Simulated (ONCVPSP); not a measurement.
An all-electron radial function and its pseudo partner (arsenic)

Columns: radius, all-electron u(r) and pseudo u(r) of the 3d shell (level -40.65 eV) of arsenic in the configuration [Ne] 3s2 3p6 3d10 4s2 4p3; PBE, scalar-relativistic, ONCV scheme, ONCVPSP 4.0.1.

```tsv
r (bohr)	all-electron	pseudo
0.053	0.0452	0.0047
0.105	0.2105	0.0348
0.158	0.4471	0.1102
0.210	0.6811	0.2361
0.262	0.8797	0.4100
0.315	1.0313	0.6225
0.368	1.1315	0.8471
0.420	1.1855	1.0521
0.473	1.2033	1.2191
0.525	1.1929	1.3242
0.578	1.1621	1.3670
0.630	1.1182	1.3496
0.683	1.0645	1.2833
0.735	1.0067	1.1846
0.788	0.9452	1.0669
0.840	0.8844	0.9521
0.893	0.8232	0.8505
0.945	0.7649	0.7716
0.998	0.7079	0.7083
1.050	0.6548	0.6546
1.102	0.6046	0.6044
1.155	0.5565	0.5564
1.208	0.5117	0.5116
1.260	0.4708	0.4707
1.313	0.4321	0.4320
1.365	0.3969	0.3968
```

**Question.** How many radial nodes do the two functions have?

**Answer.** The all-electron 3d function has n − l − 1 = 0; the pseudo-wave has 0.

**Question.** At about which radius was the pseudo-wave matched?

**Answer.** 1.05 bohr, where the columns begin to agree (steps of 0.05 bohr).

**Question.** Is the pseudo-wave norm-conserving?

**Answer.** Yes: the ONCV scheme keeps the norm inside the radius equal to the all-electron one, which fixes the energy derivative of the logarithmic derivative at the level.
